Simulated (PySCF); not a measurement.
Electronic structure of P⁻ (phosphorus, charge -1) at the UHF level

Configuration: [Ne] 3s2 3p4, high-spin 3P determinant. All numbers are calculated (PySCF 2.14, no relativity, point nucleus, in dyall-av2z (13s9p2d, 50 functions)).

| Quantity | Value |
| --- | --- |
| Total energy | -340.696357 hartree |
| One-electron energy | -475.5315 hartree |
| Hartree (Coulomb) energy | 157.5938 hartree |
| Exchange energy | -22.7587 hartree |
| Kinetic energy | 340.68207 hartree |
| ⟨S²⟩ | 2.0266 |
| ⟨L²⟩ | 2.044 |
| Sum of ⟨r⟩ | 19.10 bohr |
| Sum of ⟨r²⟩ | 49.87 bohr² |
| Traceless quadrupole moment −½Σ⟨3z² − r²⟩ along its main axis | -5.71 e·bohr² |
| Density at the nucleus (Gaussians lack the cusp) | 2130 bohr⁻³ |
| Spin density at the nucleus | -0.0528 bohr⁻³ |
| Langevin diamagnetic susceptibility | -39.5 ×10⁻⁶ cm³/mol |

| shell | electrons | mean orbital energy (hartree) | spread (hartree) | rms radius, mean of both spins (bohr) |
| --- | --- | --- | --- | --- |
| 1s α | 1 | -79.70459 | 0 | 0.120 |
| 1s β | 1 | -79.69147 | 0 | 0.120 |
| 2s α | 1 | -7.24408 | 0 | 0.562 |
| 2s β | 1 | -7.23043 | 0 | 0.562 |
| 2p α | 3 | -5.14144 | 0.01303 | 0.540 |
| 2p β | 3 | -5.11588 | 0.00934 | 0.540 |
| 3s α | 1 | -0.53219 | 0 | 2.18 |
| 3s β | 1 | -0.35170 | 0 | 2.18 |
| 3p α | 3 | -0.10491 | 0.05364 | 3.08 |
| 3p β | 1 | -0.02012 | 0 | 3.08 |

Spin-orbit constants ζ (cm⁻¹) from the X2C one-electron operator on these orbitals (non-relativistic here): bare nucleus, nucleus screened by l(l+1)(2l+1)/3 electrons, and screened by the Breit-Pauli mean field of the electrons.

```tsv
shell	bare	screened nucleus	mean field
2p	5383	4665	4335
3p	241.8	209.5	190.6
```

To first order the Landé constant is A = -95.30 cm⁻¹, so the lowest level has J = 2 and lies 0.0118 eV below the centre of the term. This holds in LS coupling only.
